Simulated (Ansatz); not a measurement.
What each rung costs, and what it gives

Saddle point of Si2NH9O, closed shell (Si₂NH₇ ([NH2][SiH2][SiH3]) + H₂O → SiNH₅O ([NH2][SiH2][OH]) + SiH₄; bonds formed: Si1–O7, Si2–H6; bonds broken: Si1–Si2, H6–O7), PBE0-D4/def2-TZVP structure:

```
13
angstrom
Si -0.5233 0.5860 0.1143
Si 0.3030 -2.0575 0.2813
H -1.8573 0.2097 -0.3982
H -0.3593 0.2524 1.5580
N -0.1767 2.2751 0.2093
H 0.5939 -0.5845 -1.0948
O 0.4467 0.4341 -1.4760
H 1.3494 -2.1051 1.3506
H -0.9957 -2.3565 0.9629
H 0.5744 -3.2372 -0.6068
H -0.3227 2.9098 -0.5596
H -0.3060 2.7365 1.0944
H 1.2736 0.9373 -1.4354
```

Barriers are electronic and count from the start structure reached by relaxing down the imaginary mode.

Program: Ansatz 0.2.0. Basis: as named in each row. Cores are frozen in the correlated methods. B3LYP uses VWN-RPA correlation. Extrapolation: Hartree–Fock as exp(−7.88 √X), correlation as X^−2.97.

Times are rough, for one single point on 8 threads of a shared host (Arm Neoverse V2).

The estimate by CCSD(T) at an estimated basis limit (MP2 extrapolated from triple and quadruple zeta, plus CCSD(T) − MP2 in triple zeta) is 172.6 kJ/mol.

| method | basis | time (s) | barrier (kJ/mol) | method less estimate |
| --- | --- | --- | --- | --- |
| HF | STO-3G | under 1 | 346.2 | 173.6 |
| PBE-D4 | STO-3G | under 1 | 150.3 | -22.3 |
| SPW92 | def2-SVP | under 1 | 113.4 | -59.1 |
| B3LYP-D4 | 6-31G | under 1 | 188.4 | 15.8 |
| PBE-D4 | def2-SVP | under 1 | 144.4 | -28.2 |
| PBE0-D4 | def2-SVP | under 1 | 163.8 | -8.7 |
| SPW92 | def2-TZVPP | under 1 | 113.6 | -58.9 |
| PBE-D4 | def2-TZVPP | 1 | 142.1 | -30.5 |
| BLYP-D4 | def2-TZVPP | 1 | 157.8 | -14.7 |
| BHLYP-D4 | def2-TZVPP | 1 | 185.7 | 13.2 |
| B3LYP-D4 | def2-TZVPP | 2 | 168.4 | -4.2 |
| wB97M-V | def2-SVP | 2 | 164.5 | -8.1 |
| CAM-B3LYP-D4 | def2-TZVPP | 2 | 171.6 | -1.0 |
| CCSD(T) | def2-SVP | 2 | 196.5 | 24.0 |
| r2SCAN-D4 | def2-TZVPP | 2 | 150.3 | -22.3 |
| PBE0-D4 | def2-TZVPP | 2 | 156.9 | -15.7 |
| r2SCAN0-D4 | def2-TZVPP | 3 | 160.4 | -12.2 |
| B2PLYP | def2-TZVPP | 3 | 171.3 | -1.3 |
| PBE-QIDH | def2-TZVPP | 3 | 167.0 | -5.6 |
| RPA on PBE | def2-TZVPP | 3 | 172.0 | -0.6 |
| wB97X-V | def2-TZVPP | 4 | 172.7 | 0.1 |
| B97M-V | def2-TZVPP | 4 | 162.0 | -10.5 |
| wB97M-V | def2-TZVPP | 5 | 160.5 | -12.0 |
| MP2 | def2-QZVPP | 48 | 167.6 | -4.9 |
| CCSD(T) | def2-TZVPP | 83 | 173.3 | 0.7 |

All methods are single points on the PBE0-D4 structures.

No T1 diagnostic of these runs exceeds 0.013.

Labels in which every atom is bracketed show which atoms are joined, not bond orders.
